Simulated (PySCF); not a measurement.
# UHF on In²⁺ (indium, charge +2)

Configuration: [Kr] 4d10 5s1, 2S determinant. Calculation: PySCF 2.14, in x2c-TZVPall (8s6p4d2f, 60 functions); scalar relativity by spin-free X2C-1e.

- Total energy: -5877.423419 hartree
- One-electron energy: -8061.7039 hartree
- Hartree (Coulomb) energy: 2342.6063 hartree
- Exchange energy: -158.3259 hartree
- ⟨S²⟩: 0.7508
- ⟨L²⟩: 0.000
- Sum of ⟨r⟩: 28.23 bohr
- Sum of ⟨r²⟩: 32.44 bohr²
- Langevin diamagnetic susceptibility: -25.7 ×10⁻⁶ cm³/mol
- Time after the integrals: 0.18 s of wall time on 1 thread of Neoverse-V2 (shared host)

```csv
shell,electrons,mean orbital energy (eV),"rms radius, mean of both spins (bohr)"
1s α,1,-28098.3,0.0340
1s β,1,-28098.2,0.0340
2s α,1,-4312.8,0.139
2s β,1,-4312.8,0.139
2p α,3,-3868.0,0.124
2p β,3,-3868.0,0.124
3s α,1,-871.85,0.371
3s β,1,-871.67,0.371
3p α,3,-722.20,0.372
3p β,3,-722.14,0.372
3d α,5,-489.47,0.352
3d β,5,-489.47,0.352
4s α,1,-162.22,0.908
4s β,1,-161.84,0.908
4p α,3,-115.21,0.990
4p β,3,-115.12,0.990
4d α,5,-45.347,1.26
4d β,5,-45.133,1.26
5s α,1,-26.807,2.57
```

Densities and radii are taken from the X2C orbitals without a picture-change correction, which distorts them close to the nucleus.
